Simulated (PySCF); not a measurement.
Sm³⁺ (samarium, charge +3) across methods

[Xe] 4f5, one real determinant. Calculation: PySCF 2.14, in cc-pVDZ-X2C; scalar relativity by spin-free X2C-1e.

```json
{"method": "r2SCAN", "E (hartree)": "-10425.14", "mean ε 5p α (eV)": "-51.424", "mean ε 5p β (eV)": "-49.508", "mean ε 4f α (eV)": "-34.410", "Σ⟨r²⟩ (bohr²)": "36.15", "⟨S²⟩": "8.754"}
{"method": "LDA", "E (hartree)": "-10417.04", "mean ε 5p α (eV)": "-50.829", "mean ε 5p β (eV)": "-49.197", "mean ε 4f α (eV)": "-34.082", "Σ⟨r²⟩ (bohr²)": "36.18", "⟨S²⟩": "8.752"}
{"method": "UHF", "E (hartree)": "-10421.38962", "mean ε 5p α (eV)": "-57.287", "mean ε 5p β (eV)": "-54.886", "mean ε 4f α (eV)": "-45.166", "Σ⟨r²⟩ (bohr²)": "36.25", "⟨S²⟩": "8.754"}
{"method": "PBE", "E (hartree)": "-10424.79", "mean ε 5p α (eV)": "-50.623", "mean ε 5p β (eV)": "-48.957", "mean ε 4f α (eV)": "-33.929", "Σ⟨r²⟩ (bohr²)": "36.20", "⟨S²⟩": "8.752"}
```

Problem. Estimate the same row for PBE0.

Solution. E (hartree) = -10424.78; mean ε 5p α (eV) = -52.594; mean ε 5p β (eV) = -50.801; mean ε 4f α (eV) = -36.959; Σ⟨r²⟩ (bohr²) = 36.15; ⟨S²⟩ = 8.752.

⟨L²⟩ = 24.01 against 30 for a pure H term, so this real determinant mixes terms. Spin-orbit coupling, absent here, splits the open shell strongly.
